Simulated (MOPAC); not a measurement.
MOPAC input (PM7):

```
PM7 1SCF UHF MS=0.5 GEO-OK AUX(PRECISION=9) THREADS=1
H6N3OSi

N     1.05421900 1    1.19423700 1    0.75107800 1
Si    0.00843800 1    0.02475500 1   -0.00711400 1
N    -0.78844300 1   -0.93335600 1    1.16506300 1
N     1.08321400 1   -0.86299700 1   -0.98214300 1
O    -1.25401800 1    0.66832700 1   -0.85468700 1
H     0.55399700 1    1.97750800 1    1.17516900 1
H    -1.67805700 1   -0.66133600 1    1.55173100 1
H    -0.27185500 1   -1.54088200 1    1.77917200 1
H     0.82201600 1   -1.65684700 1   -1.54105500 1
H     2.07740000 1   -0.73465100 1   -0.90370900 1
H    -1.03240800 1    1.13783800 1   -1.66220800 1
```

From the output:

```
                                                       MOPAC v23.2.5 Linux

          FINAL HEAT OF FORMATION =        -64.44386 KCAL/MOL =    -269.63311 KJ/MOL

          COSMO AREA              =        117.42 SQUARE ANGSTROMS
          COSMO VOLUME            =        104.31 CUBIC ANGSTROMS

          IONIZATION POTENTIAL    =          9.208075 EV
          ALPHA SOMO LUMO (EV)    =         -9.540  1.025
          BETA  SOMO LUMO (EV)    =         -9.208 -0.748
          NO. OF ALPHA ELECTRONS  =         16
          NO. OF BETA  ELECTRONS  =         15
          MOLECULAR WEIGHT        =         92.1524         POINT GROUP:  C1

          MOLECULAR DIMENSIONS (Angstroms)

            Atom       Atom       Distance
            H     9    H     6     4.54513
            H     8    H    11     4.42494
            H    10    H     7     3.93299

          SCF CALCULATIONS        =          1

   ATOM   CHEMICAL          X               Y               Z
  NUMBER   SYMBOL      (ANGSTROMS)     (ANGSTROMS)     (ANGSTROMS)

     1       N          1.05421900  *   1.19423700  *   0.75107800  *
     2      Si          0.00843800  *   0.02475500  *  -0.00711400  *
     3       N         -0.78844300  *  -0.93335600  *   1.16506300  *
     4       N          1.08321400  *  -0.86299700  *  -0.98214300  *
     5       O         -1.25401800  *   0.66832700  *  -0.85468700  *
     6       H          0.55399700  *   1.97750800  *   1.17516900  *
     7       H         -1.67805700  *  -0.66133600  *   1.55173100  *
     8       H         -0.27185500  *  -1.54088200  *   1.77917200  *
     9       H          0.82201600  *  -1.65684700  *  -1.54105500  *
    10       H          2.07740000  *  -0.73465100  *  -0.90370900  *
    11       H         -1.03240800  *   1.13783800  *  -1.66220800  *

                             CARTESIAN COORDINATES

   1    N        1.054219000     1.194237000     0.751078000
   2   Si        0.008438000     0.024755000    -0.007114000
   3    N       -0.788443000    -0.933356000     1.165063000
   4    N        1.083214000    -0.862997000    -0.982143000
   5    O       -1.254018000     0.668327000    -0.854687000
   6    H        0.553997000     1.977508000     1.175169000
   7    H       -1.678057000    -0.661336000     1.551731000
   8    H       -0.271855000    -1.540882000     1.779172000
   9    H        0.822016000    -1.656847000    -1.541055000
  10    H        2.077400000    -0.734651000    -0.903709000
  11    H       -1.032408000     1.137838000    -1.662208000

           Empirical Formula: H6 N3 O Si  =    11 atoms

      MOLECULAR POINT GROUP   :   C1

          ALPHA EIGENVALUES
 -36.32218 -35.13038 -33.30624 -29.23263 -17.89505 -17.16956 -16.47803 -15.62620
 -14.98598 -14.51932 -13.55709 -12.50881 -12.18248 -10.97982  -9.80703  -9.53973
   1.02535   1.22816   1.29199   3.84246   5.81312   5.88654   6.01659   7.16921
   7.37492   8.46829  24.26600  24.99475  25.21657  25.62461  25.97051

           BETA EIGENVALUES
 -36.14770 -35.02588 -31.04166 -29.22490 -17.86170 -17.06278 -16.37338 -15.52178
 -14.79440 -14.16193 -13.30431 -12.35569 -10.60223  -9.64749  -9.20807  -0.74798
   1.11687   1.54259   1.84745   4.01915   5.85256   5.97027   6.32022   7.18888
   7.38329   8.52169  24.31379  25.00547  25.21238  25.62260  25.99268

              NET ATOMIC CHARGES AND DIPOLE CONTRIBUTIONS

  ATOM NO.   TYPE          CHARGE      No. of ELECS.   s-Pop       p-Pop       d-Pop
    1          N          -0.407044        5.4070     1.75110     3.65594
    2         Si           0.583523        3.4165     0.66983     2.34736     0.39929
    3          N          -0.648443        5.6484     1.52676     4.12168
    4          N          -0.666745        5.6667     1.50874     4.15801
    5          O          -0.614225        6.6142     1.74053     4.87370
    6          H           0.249111        0.7509     0.75089
    7          H           0.283663        0.7163     0.71634
    8          H           0.283644        0.7164     0.71636
    9          H           0.287626        0.7124     0.71237
   10          H           0.292476        0.7075     0.70752
   11          H           0.356414        0.6436     0.64359
 DIPOLE           X         Y         Z       TOTAL
 POINT-CHG.     0.942    -0.574     0.250     1.131
 HYBRID        -0.820     0.081     0.002     0.824
 SUM            0.122    -0.493     0.252     0.567

          ATOMIC ORBITAL ELECTRON POPULATIONS

     Atom    s        px        py        pz      x^2-y^2     xz        z^2       yz        xy
    1  N   1.75110   1.44697   1.13578   1.07319
    2 Si   0.66983   0.68503   0.83755   0.82478   0.06709   0.09243   0.07419   0.06866   0.09692
    3  N   1.52676   1.23857   1.44929   1.43382
    4  N   1.50874   1.19840   1.42914   1.53046
    5  O   1.74053   1.61120   1.75689   1.50561
    6  H   0.75089
    7  H   0.71634
    8  H   0.71636
    9  H   0.71237
   10  H   0.70752
   11  H   0.64359

                    (SZ)    =    0.500000
                    (S**2)  =    0.764233

          ATOMIC ORBITAL SPIN POPULATIONS

    Atom   Total    s     px     py     pz   x^2-y^2  xz     z^2    yz     xy
         Atomic
    1  N  1.0517  0.018  0.073  0.297  0.664
    2 Si -0.0919 -0.013 -0.013 -0.037 -0.034  0.000  0.002  0.002  0.002 -0.001
    3  N  0.0803 -0.001  0.026  0.059 -0.004
    4  N  0.0138  0.000 -0.000  0.007  0.007
    5  O -0.0031 -0.001  0.003 -0.005 -0.000
    6  H -0.0415 -0.042
    7  H -0.0033 -0.003
    8  H -0.0036 -0.004
    9  H -0.0014 -0.001
   10  H -0.0011 -0.001
   11  H  0.0001  0.000

 **********************
 *                    *
 * JOB ENDED NORMALLY *
 *                    *
 **********************

 == MOPAC DONE ==
```

The geometry given is a B3LYP-D3(BJ)/def2-TZVP minimum.
